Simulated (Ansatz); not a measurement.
Geometry optimisation, Ansatz 0.2.0, RKS B3LYP/def2-SVPD.

Input:

```yaml
crystal:
  periodic: [false, false, false]
  atoms:
    - { symbol: "N", position_ang: [-1.09462, -2.33153, 0.23292] }
    - { symbol: Si, position_ang: [-0.43476, -0.91164, 0.09336] }
    - { symbol: Sn, position_ang: [0.6807, 1.43858, -0.14811] }
    - { symbol: H, position_ang: [-1.74834, -0.94851, 0.68221] }
    - { symbol: H, position_ang: [0.16028, 1.82579, -1.68837] }
    - { symbol: H, position_ang: [-0.059, 2.21631, 1.13257] }
    - { symbol: H, position_ang: [2.28026, 0.99033, 0.04073] }
total_charge: 1
basis:
  gaussian: { orbitals: def2-SVPD }
hamiltonian:
  xc: b3lyp
relax:
  f_tol: 0.02
  max_steps: 50
```

Run as:

```bash
$ ansatz run input.yaml --threads 2 --pin off --max-ram 3072MiB --backend cpu --events-out ev --progress --plain --runs-dir out
```

**Question.** Where does it end, and by what steps?

**Answer.** The run converged. The force dipped under the threshold on the way, but the program's further checks kept it going. After 15 steps the energy has fallen by 3.486 eV; H4 moved furthest, 1.72 Å. Parted: Si2–H4 (1.44 → 2.54 Å). Joined: N1–H4 (1.59 → 1.01 Å).

| step | energy less start (eV) | largest force component (eV/Å) | accepted |
| --- | --- | --- | --- |
| 0 | 0.0000 | 3.682 | yes |
| 1 | -0.7711 | 2.523 | yes |
| 2 | -1.6338 | 2.834 | yes |
| 3 | -1.9202 | 5.072 | yes |
| 4 | -2.3728 | 2.633 | yes |
| 5 | -2.6559 | 1.479 | yes |
| 6 | -2.9185 | 1.151 | yes |
| 7 | -3.0970 | 2.361 | yes |
| 8 | -3.3164 | 0.826 | yes |
| 9 | -3.4587 | 0.538 | yes |
| 10 | -3.4845 | 0.088 | yes |
| 11 | -3.4856 | 0.008 | yes |
| 12 | -3.4853 | 0.069 | no |
| 13 | -3.4857 | 0.024 | yes |
| 14 | -3.4856 | 0.092 | no |
| 15 | -3.4857 | 0.013 | yes |

```xyz
7
Properties=species:S:1:pos:R:3
N -1.495 -1.818 0.468
Si -0.631 -0.573 0.221
Sn 0.905 1.699 -0.219
H -2.058 -2.640 0.630
H 0.367 2.014 -1.798
H 0.271 2.628 1.054
H 2.425 0.970 -0.011
```

Whether the end is a true minimum wasn't checked by a vibrational analysis.

Run time: 18 s on 2 threads of AMD EPYC 9R45 96-Core Processor (Zen 5) (shared host), peak memory 0.25 GiB.
